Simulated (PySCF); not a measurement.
# How methods differ on the excitation energy of P⁺

P⁺ [Ne] 3s2 3p2 (3P) → P⁺ [Ne] 3s1 3p3 (5S), as a difference of total energies. All numbers are calculated (PySCF 2.14, the spin-free X2C one-electron Hamiltonian (Gaussian nucleus), in aug-cc-pCVTZ-DK with one added diffuse shell each of s, p, d, f type (9s8p6d4f, 91 functions)). Correlated levels: valence and next inner shell: 1s2 frozen. The calculations carry no spin-orbit coupling.

Problem. Order these methods by the excitation energy they give, lowest first.
A. CCSD (valence and next inner shell)
B. MP2 (valence and next inner shell)
C. CCSD(T) (valence and next inner shell)
D. UHF

Solution. D (3.978 eV), B (5.245 eV), A (5.469 eV), C (5.545 eV).

Errors of the correlated levels include the incompleteness of this basis and the frozen core.

For comparison: 5.627 eV (measured; NIST levels, between the centres of gravity of the two terms).
